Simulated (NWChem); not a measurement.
C$_{2}$HBrClF; SMILES F/C=C(\Cl)Br

All runs: NWChem. Pople sets run with spherical d functions. Coordinates come from a PBE0/def2-SVP optimisation. Ions are spin-unrestricted doublets at the neutral geometry; other ion states weren't tried.

| level | vertical ionisation energy, ΔSCF (eV) | −ε(HOMO) (eV) | ΔSCF minus −ε(HOMO) (eV) |
|---|---|---|---|
| B3LYP/6-31G* | 9.28 | 6.89 | 2.39 |
| PBE/6-31G* | ? | ? | ? |
| M06-2X/6-31G* | 9.63 | 8.40 | 1.23 |
| LDA (Slater exchange, VWN5)/6-31G* | 9.23 | 6.03 | 3.20 |

Problem. Complete the blanks.

Solution. 
- PBE/6-31G*, vertical ionisation energy, ΔSCF (eV): 9.02
- PBE/6-31G*, −ε(HOMO) (eV): 5.88
- PBE/6-31G*, ΔSCF minus −ε(HOMO) (eV): 3.14
